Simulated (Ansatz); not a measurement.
`O=P(O)(O)C12CC3CC(CC(C3)C1)C2`, relaxed as a singlet with RKS PBE-D4/def2-SVP in Ansatz, starting from the GFN2-xTB geometry. Force threshold 0.03 eV/Å.

Start:

```
atom   x (Å)   y (Å)   z (Å)
  O1   2.850  -2.152  -0.678
  P2   1.496  -2.198  -0.112
  O3   1.493  -2.731   1.408
  O4   0.552  -3.254  -0.880
  C5   0.482  -0.674  -0.043
  C6  -0.870  -0.987   0.581
  C7  -1.701   0.296   0.627
  C8  -1.896   0.826  -0.794
  C9  -0.533   1.130  -1.416
 C10   0.191   2.180  -0.574
 C11   0.390   1.645   0.844
 C12  -0.972   1.342   1.471
 C13   1.220   0.362   0.795
 C14   0.299  -0.153  -1.462
 H15   2.385  -2.985   1.650
 H16   1.074  -3.715  -1.537
 H17  -0.724  -1.386   1.586
 H18  -1.377  -1.750  -0.013
 H19  -2.677   0.081   1.075
 H20  -2.506   1.733  -0.772
 H21  -2.423   0.083  -1.397
 H22  -0.673   1.510  -2.434
 H23  -0.395   3.102  -0.544
 H24   1.159   2.412  -1.023
 H25   0.913   2.394   1.448
 H26  -1.567   2.257   1.524
 H27  -0.838   0.970   2.489
 H28   2.202   0.554   0.354
 H29   1.375  -0.026   1.805
 H30   1.277   0.040  -1.909
 H31  -0.207  -0.908  -2.070
```

```json
{"step": "1", "energy (eV)": "-26041.0827", "largest force component (eV/Å)": "1.723", "SCF passes": "23"}
{"step": "2", "energy (eV)": "-26041.2980", "largest force component (eV/Å)": "0.788", "SCF passes": "21"}
{"step": "3 (rejected)", "energy (eV)": "-26041.2719", "largest force component (eV/Å)": "1.123", "SCF passes": "20"}
{"step": "4", "energy (eV)": "-26041.3468", "largest force component (eV/Å)": "0.091", "SCF passes": "21"}
{"step": "5", "energy (eV)": "-26041.3468", "largest force component (eV/Å)": "0.050", "SCF passes": "21"}
{"step": "6", "energy (eV)": "-26041.3478", "largest force component (eV/Å)": "0.069", "SCF passes": "22"}
{"step": "7", "energy (eV)": "-26041.3480", "largest force component (eV/Å)": "0.027", "SCF passes": "22"}
```

Force components are those of the run's own axes.

End:

```xyz
31

O     2.906   -2.077   -0.715
P     1.527   -2.199   -0.123
O     1.523   -2.731    1.439
O     0.557   -3.269   -0.922
C     0.484   -0.703   -0.038
C    -0.898   -0.997    0.594
C    -1.723    0.305    0.634
C    -1.915    0.840   -0.799
C    -0.539    1.135   -1.428
C     0.201    2.188   -0.581
C     0.393    1.655    0.852
C    -0.983    1.359    1.482
C     1.227    0.359    0.812
C     0.291   -0.162   -1.477
H     2.419   -3.065    1.643
H     1.121   -3.791   -1.526
H    -0.764   -1.404    1.618
H    -1.425   -1.772   -0.001
H    -2.714    0.089    1.089
H    -2.533    1.763   -0.782
H    -2.464    0.095   -1.414
H    -0.674    1.516   -2.463
H    -0.376    3.138   -0.561
H     1.188    2.420   -1.037
H     0.931    2.410    1.465
H    -1.584    2.292    1.541
H    -0.855    0.991    2.523
H     2.229    0.551    0.374
H     1.387   -0.033    1.838
H     1.283    0.024   -1.940
H    -0.221   -0.929   -2.096
```

By distances, no bond broke or formed. The bond that changes most is P2–O3, from 1.61 to 1.65 Å (atoms count from 1).

No frequencies were taken in this run, so the end may be a saddle point.

Hardware: 4 threads of Arm Neoverse V1 on a shared host. Wall time 45 s, peak host memory 0.65 GiB.
